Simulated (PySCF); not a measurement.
Structure elucidation problem

The spectra below were simulated for a compound C7H17NSi.

¹H NMR (400 MHz, computed): δ 5.46 (m, 1H), 2.52 (s, 6H), 1.95 (m, 1H), 1.65 (m, 2H), 1.37 (m, 2H), 0.98 (t, 3H), 0.88 (m, 2H).

¹³C{¹H} NMR (computed): δ 39.0, 38.9, 32.8, 22.0, 14.7.

Method: PBE0/pcSseg-1 with gauge-including orbitals, geometry: GFN2-xTB, in PySCF 2.14 (one computed conformer, averaged over atoms made equivalent by symmetry, fast rotation or ring inversion, non-relativistic, in vacuum).

δ = σ(ref) − σ, references computed at the same level: ¹H (31.72 ppm), ¹³C (186.93 ppm) vs TMS.

Task: What is the structure?

Result: 
- The formula gives 1 degree of unsaturation (1 ring in the answer).
- 5 carbon signals for 7 carbons: some carbons are equivalent by symmetry or fast rotation.
- Carbon types of the structure: 1 × CH, 3 × CH2, 3 × CH3, leaving 1 H on heteroatoms.
- δC 39.0: methyl carbon bonded to N; deshielded by the electronegative neighbour.
- δC 38.9: sp3 CH2; a saturated carbon with 2 carbon neighbours and no heteroatom attached.
- δC 32.8: sp3 CH in a ring; saturated and bonded to C and H only.
- δC 14.7: methyl carbon; a saturated carbon with 1 carbon neighbour and no heteroatom attached.
- δH 2.52: hydrogen on a methyl carbon bonded to N; its carbon carries N, which withdraws density.
- δH 1.37: hydrogen on an sp3 CH2; far from electronegative atoms and π systems.
- δH 0.98: hydrogen on a methyl carbon; far from electronegative atoms and π systems.

The compound is SMILES CN([Si@H]1C[C@H](CC)C1)C.

The data come from this structure; uniqueness wasn't tested.

Shifts are as computed. Against solution values, carbons near 30 ppm lie about +3 ppm off and those near 130 ppm about +5 ppm. Of 1309 compounds with measured shifts, 239 miss one by over three times the rms of a fit or turn the order of signals round; such compounds aren't used in these exercises. Multiplicities follow the n + 1 count of equivalent neighbours, as no J values were calculated; m marks all less simple cases, F and P coupling included.
